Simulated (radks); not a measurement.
Values are calculated unless marked as measured or tabulated.
Task: The promethium ion Pm45+, configuration [Ne] 3s2 3p4 (the NIST ground configuration). Code: a radial shooting solver on a logarithmic mesh with Libxc functionals. Model: non-relativistic Kohn-Sham, LB94 model potential, spin-polarised, spherical densities, point nucleus; open shells are filled with parallel spins first (spin-orbit coupling, left out, can overturn this in heavy ions); relativity is left out, which matters for an element this heavy. Some entries of the table are withheld. Estimate them.

orbital  occ.  eigenvalue (eV)  <r> (bohr)  <r^2> (bohr^2)
1s down     1        -45624.95     0.02485       0.0008252
1s up       1        -45624.79     0.02485       0.0008254
2s up       1        -9533.854      0.1047             (1)
2s down     1        -9532.921      0.1047             (2)
2p up       3        -9226.343     0.08879        0.009527
2p down     3        -9222.435     0.08885        0.009540
3s up       1        -3796.795      0.2514         0.07172
3s down     1        -3785.304      0.2513         0.07169
3p up       3        -3680.153         (3)         0.06539
3p down     1        -3670.268         (4)         0.06527

Result: 
(1) 2s up <r^2> (bohr^2): 0.01282
(2) 2s down <r^2> (bohr^2): 0.01283
(3) 3p up <r> (bohr): 0.2383
(4) 3p down <r> (bohr): 0.2380
